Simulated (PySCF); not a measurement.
## Peak assignment

Structure with atom numbers: `[CH3:1][C@H:2]1[CH2:3][CH2:4][SiH2:5]/[C:6](=[CH:7]\[Cl:8])[CH2:9]1`. Hydrogens are named by the atom that carries them. Ha(C3), Ha(C4), Ha(Si5), Ha(C9) are cis to C1 on the ring; Hb(C3), Hb(C4), Hb(Si5), Hb(C9) are trans to C1 on the ring.

Computational details: shieldings: GIAO PBE0/pcSseg-1, GFN2-xTB geometry, in PySCF 2.14.0 with density-fitted response routines (one averaged value for each set of equivalent atoms, one computed conformer, relativity neglected, gas phase).

Shifts are taken against calculated references (same method and geometry level): $^{13}$C (σref 186.93) and $^{1}$H (σref 31.72) vs TMS.

(1) Assign these signals to the numbered atoms. $^{13}$C{$^{1}$H} NMR (computed): δ 147.1 (C), 137.0 (CH), 49.4 (CH2), 40.6 (CH), 37.8 (CH2), 25.9 (CH3), 11.7 (CH2).

(2) Assign these signals to the numbered atoms. $^{1}$H NMR (400 MHz, computed): δ 6.53 (s, 1H), 4.80 (m, 1H), 4.28 (m, 1H), 2.29 (m, 1H), 2.03 (m, 1H), 2.02 (m, 1H), 1.20 (m, 1H), 1.10 (m, 1H), 1.05 (m, 1H), 1.01 (m, 3H), 0.84 (m, 1H).

Answers

(1) 
147.1 → C6, fully substituted alkene carbon: as expected for a trigonal carbon in a double bond
137.0 → C7, alkene CH: as expected for a trigonal carbon in a double bond
49.4 → C9, allylic sp3 CH2: a saturated carbon with 2 carbon neighbours and no heteroatom attached
40.6 → C2, sp3 CH in a ring: aliphatic region, no heteroatom directly attached
37.8 → C3, sp3 CH2 in a ring: aliphatic region, no heteroatom directly attached
25.9 → C1, methyl carbon: saturated and bonded to C and H only
11.7 → C4, sp3 CH2 bonded to Si: an electropositive neighbour leaves it electron-rich and shielded

(2) 
```tsv
δ (ppm)	atoms	environment	reason
6.53	H(C7)	hydrogen on an alkene CH	a vinylic proton, deshielded by the sp2 carbon and the C=C anisotropy
4.80	Hb(Si5)	hydrogen on a silicon bonded to 2 C, in a 6-membered ring	–
4.28	Ha(Si5)	hydrogen on a silicon bonded to 2 C, in a 6-membered ring	–
2.29	Hb(C9)	hydrogen on an allylic sp3 CH2	allylic position
2.03	Hb(C3)	hydrogen on an sp3 CH2 in a ring	–
2.02	Ha(C9)	hydrogen on an allylic sp3 CH2	allylic position
1.20	Ha(C3)	hydrogen on an sp3 CH2 in a ring	–
1.10	H(C2)	hydrogen on an sp3 CH in a ring	–
1.05	Ha(C4)	hydrogen on an sp3 CH2 bonded to Si	–
1.01	H(C1)	hydrogen on a methyl carbon	far from electronegative atoms and π systems
0.84	Hb(C4)	hydrogen on an sp3 CH2 bonded to Si	an electropositive neighbour shields it, as in TMS itself
```

Hb(C3) and Ha(C9); Ha(C3) and H(C2); H(C2) and Ha(C4); Ha(C4) and H(C1) lie closer than the usual error of such a calculation, so a measured spectrum could show them in the other order.

Carbons that carry Cl, above all several Cl atoms, come out too deshielded, partly because spin–orbit coupling is missing. Shifts are as computed. Against solution values, carbons near 30 ppm lie about +3 ppm off and those near 130 ppm about +5 ppm; carbons on Cl a further +6 ppm. Of 1211 compounds with measured shifts, 218 miss one by over three times the rms of a fit or turn the order of signals round; such compounds aren't used in these exercises. Multiplicities follow the n + 1 count of equivalent neighbours, as no J values were calculated; m marks all less simple cases, F and P coupling included.
